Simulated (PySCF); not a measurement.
## Working out the ionisation energy of Ge

Ge [Ar] 3d10 4s2 4p2 (3P) → Ge⁺ [Ar] 3d10 4s2 4p1 (2P). Computed with PySCF 2.14 in Sapporo-DKH3-DZP-2012, with scalar relativity by spin-free X2C-1e. Frozen: [Ar] 3d10. Energies in hartree (1 hartree = 27.21139 eV):

```json
{"part": "UHF", "Ge (lower)": "-2097.005729", "Ge⁺ (upper)": "-2096.733401"}
{"part": "CCSD correlation", "Ge (lower)": "-0.056564", "Ge⁺ (upper)": "-0.045039"}
{"part": "(T)", "Ge (lower)": "-0.000820", "Ge⁺ (upper)": "-0.000461"}
```

What does Hartree-Fock give?

(-2096.733401) − (-2097.005729) = 0.272328 hartree = 7.410 eV.

What do CCSD and CCSD(T) give?

The CCSD correlation energies differ by 0.011525 hartree = 0.314 eV and the triples by 0.000359 hartree = 0.010 eV, so CCSD gives 7.724 eV and CCSD(T) 7.734 eV.

Measured between the centres of the two terms (NIST): 7.925 eV, so CCSD(T) (valence) is off by -0.191 eV.

A double-zeta basis recovers only part of the correlation energy.

What remains against the reference includes basis incompleteness, the frozen core and higher excitations.
